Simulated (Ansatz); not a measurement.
`[NH2][Sn]([NH2])([Cl])[Cl]`, charge 0, multiplicity 1.

**Question.** Give a relaxed structure at PBE0-D4/def2-TZVP (the Gaussian-basis code of Ansatz). (Estimate.)

**Answer.** Ansatz gave: 
Z-matrix (Å, degrees):
```
Sn
N 1 1.996
Cl 1 2.321 2 115.9
N 1 1.996 2 109.2 3 117.9
Cl 1 2.322 2 104.7 3 -117.3
H 2 1.012 1 112.8 3 75.3
H 2 1.013 1 113.4 3 -48.7
H 4 1.012 1 112.8 2 -167.1
H 4 1.013 1 113.4 2 68.9
```
Point group C2.
This is one stationary point; other conformers may exist.
